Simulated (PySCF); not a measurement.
## EPR parameters of C2H8ClSi2

Compound: C₂H₈ClSi₂ (doublet state).
Z-matrix (Å and degrees, GFN2-xTB geometry), rows numbered from 1:
```
Si
C   1  1.9000
C   2  1.5161  1  112.50
Si  3  1.9154  2  113.43  1    49.53
Cl  3  1.8003  2  109.18  1   -69.59
H   1  1.4567  2  114.49  3    60.07
H   1  1.4626  2  110.97  3  -172.34
H   2  1.0931  1  109.76  3   119.77
H   2  1.0951  1  110.21  3  -123.15
H   3  1.0927  2  110.43  1   176.34
H   4  1.4581  3  109.72  2   -78.78
H   4  1.4638  3  107.47  2    43.16
H   4  1.4674  3  106.67  2   161.16
```

The hyperfine couplings belong to this conformer and change with its torsions.

The species is `Cl[C@H](C[SiH2])[SiH3]` [radical].

Theory: PySCF, UKS B3LYP, pcH-1 on C Cl H Si, non-relativistic, mean-field spin-orbit, GIAO. Isolated species at its GFN2-xTB geometry (one conformer only). The geometry wasn't refined by DFT: couplings that depend on bond lengths, twists or pyramidal angles can differ widely from those at the functional's own minimum, by a factor of two or more for some ions and for spin on atoms past the first row. No stability test was run, so a lower SCF solution isn't excluded.

```json
{
  "g1, g2, g3": "2.00210, 2.00431, 2.00454",
  "g_iso": "2.00365",
  "Form of g": "close to axial: the two nearest values differ by 9 % of g3 − g1",
  "⟨S²⟩": "0.7515 (exact 0.7500)",
  "HOMO–LUMO gap, α and β orbitals": "5.67, 5.00 eV",
  "Total energy": "-1120.18424 Eh"
}
```

Hyperfine couplings atom by atom, in G; T1 to T3 are the principal values of the dipolar part; ρ(0) is the spin density at the nucleus (MHz turned into gauss with g_iso; 10 G = 1 mT):

```
atom  isotope   a_iso  of which spin–orbit     T1    T2    T3  Mulliken spin population  ρ(0) (bohr⁻³)
 Si1     29Si  -150.5                  0.4  -62.8  31.3  31.5                      0.95         0.4760
  C2      13C     5.5                  0.0   -1.4  -1.4   2.8                      0.00         0.0136
  C3      13C     1.9                  0.0   -0.3  -0.2   0.5                      0.00         0.0047
 Si4     29Si    -1.7                  0.0   -0.7   0.3   0.4                      0.03         0.0055
 Cl5     35Cl     0.0                  0.0   -0.1  -0.1   0.2                      0.00         0.0002
  H6       1H    13.0                  0.0   -3.6   0.5   3.0                      0.00         0.0082
  H7       1H     8.3                  0.0   -3.6   0.4   3.2                     -0.01         0.0052
  H8       1H     0.8                  0.0   -1.5  -0.8   2.3                      0.00         0.0005
  H9       1H    21.4                  0.0   -1.6   0.3   1.3                      0.02         0.0134
 H10       1H    -0.7                  0.0   -0.5  -0.3   0.8                      0.00        -0.0005
 H11       1H     7.4                  0.0   -1.3  -0.8   2.1                      0.00         0.0047
 H12       1H     2.2                  0.0   -1.0  -0.6   1.6                      0.00         0.0014
 H13       1H     5.6                  0.0   -0.4  -0.3   0.6                      0.01         0.0035
```

The largest Mulliken spin population is on Si1 (+0.95). The angles at Si1 add up to 337.2°, so it is pyramidal.

Under fast tumbling the dipolar parts average out, and these isotropic splittings remain: 1 × 1H (H9, I = 1/2, 2 lines) with 2.14 mT, 2 × 1H (H6/H7, I = 1/2, 3 lines) with 1.06 mT, 3 × 1H (H11/H12/H13, I = 1/2, 4 lines) with 0.51 mT, 1 × 1H (H8, I = 1/2, 2 lines) with 0.08 mT and 1 × 1H (H10, I = 1/2, 2 lines) with 0.07 mT.

Nuclei that the bonding pattern makes equivalent are averaged, as if the motion that swaps them (rotation, inversion, ring flip) were fast. The three 1H nuclei of mean +14.2 MHz run from 6.1 to 20.9 MHz in the frozen geometry. The 1H value of +29.9 MHz is a mean of couplings from 23.2 to 36.6 MHz in this one geometry, not an average over conformers.

The 13C coupling of C2 (15.3 MHz) shows only in satellite lines or after enrichment, since that isotope makes up about 1.07 % of natural carbon.

The 29Si coupling of Si1 (-422.0 MHz) shows only in satellite lines or after enrichment, since that isotope makes up about 4.7 % of natural silicon.
